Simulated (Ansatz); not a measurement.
Consider the homolysis of the H–Si bond: `F[SiH2]C[SiH3]` → H• + `F[SiH2]C[SiH2]`•.

Program: Ansatz. Geometries: PBE0-D4/def2-TZVP. ΔE: electronic, gas phase. CCSD(T)/CBS is the MP2 limit (def2-TZVPP, def2-QZVPP) plus CCSD(T) − MP2 in def2-TZVPP, frozen cores. This one scheme is used for every species, atoms too. DFT in def2-TZVPP. B3LYP here is the variant with VWN-RPA as its local correlation; programs differ in this. HSE06 is defined as in plane-wave codes. Open shells (•) are unrestricted, without spin–orbit coupling. One conformer a species, not always the lowest.

`F[SiH2]C[SiH3]`:

Cartesian coordinates in Å:
```
F 0.124 2.285 1.813
Si -0.031 1.518 0.413
C 0.120 -0.309 0.677
Si -0.048 -1.345 -0.878
H -1.364 1.868 -0.137
H 1.040 2.016 -0.484
H 1.094 -0.522 1.131
H -0.649 -0.629 1.390
H 0.088 -2.790 -0.558
H 1.004 -0.974 -1.861
H -1.378 -1.120 -1.505
```

`F[SiH2]C[SiH2]`•:

```xyz
10

F     1.555    1.763    0.183
Si    0.374    1.009    0.963
C    -0.655    0.060   -0.253
Si    0.286   -1.180   -1.307
H     0.999    0.094    1.950
H    -0.422    2.049    1.662
H    -1.419   -0.485    0.318
H    -1.186    0.761   -0.906
H     1.104   -2.085   -0.453
H    -0.636   -1.985   -2.158
```

```
             level  ΔE (eV)  difference from CCSD(T)/CBS
         r2SCAN-D4     4.04                        -0.23
            B97M-V     4.19                        -0.08
           PBE0-D4     4.02                        -0.25
          B3LYP-D4     4.17                        -0.10
        r2SCANh-D4     4.04                        -0.23
          HSE06-D4     4.03                        -0.24
          PBE-QIDH     4.10                        -0.17
               PBE     3.98                        -0.29
            revPBE     3.92                        -0.35
              PBE0     4.02                        -0.25
         CAM-B3LYP     4.20                        -0.07
      MP2/def2-SVP     3.92                        -0.35
    MP2/def2-TZVPP     4.09                        -0.18
SCS-MP2/def2-TZVPP     4.22                        -0.05
   CCSD/def2-TZVPP     4.18                        -0.09
     MP2/CBS(def2)     4.17                        -0.10
       CCSD(T)/CBS     4.27                            0
```

Largest T1 diagnostic among the species: 0.012.

At CCSD(T), def2-SVP lies −0.23 eV from the extrapolated value and def2-TZVPP −0.08 eV: correlation converges slowly with the basis, and small sets miss more of it in the bonded molecule than in its fragments. Leaving LDA and LC-ωPBE aside and taking each functional with its dispersion term where it has one, the values, not all of them listed here, spread over 0.34 eV, from revPBE-D4 to ωB97M-V. LDA lies +0.41 eV from PBE without D4, its usual overbinding.

CCSD(T)/CBS has its own doubt, a few kJ/mol and more with outer-core shells, so smaller differences from it don't rank the levels.
